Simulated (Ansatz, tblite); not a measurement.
Cost and result up the ladder for Cu(PH3)F (CuPH3F) (6 atoms). Total charge 0; singlet. Geometry: r2SCAN-D4/def2-TZVP.

```csv
atom,x (Å),y (Å),z (Å)
Cu1,-0.436,-1.261,0.565
P2,0.194,0.560,-0.251
H3,-0.761,1.562,-0.527
H4,0.854,0.569,-1.498
H5,1.114,1.358,0.464
F6,-0.964,-2.788,1.248
```

Ansatz on 4 threads of Arm Neoverse V2 on a shared host; xTB runs through tblite on one thread. Times are rough, summed over both states, and most runs start from the orbitals of an earlier one. PBE0-D4/def2-TZVP serves as the yardstick here, not as an exact answer. The other state is a doublet.

The xTB rows come from tblite.

Raw xTB energies of ions are shifted by several eV.

| level | functions | wall time | vertical IE (eV) | difference from PBE0-D4/def2-TZVP (eV) |
| --- | --- | --- | --- | --- |
| GFN2-xTB | 25 | 0.005 s | 13.78 | 4.24 |
| GFN1-xTB | 28 | 0.007 s | 13.73 | 4.18 |
| PBE0-D4/def2-TZVP (with forces) | 131 | 7 s | 9.54 | 0.00 |
| r2SCAN-D4/def2-TZVP | 131 | 10 s | 9.61 | 0.06 |
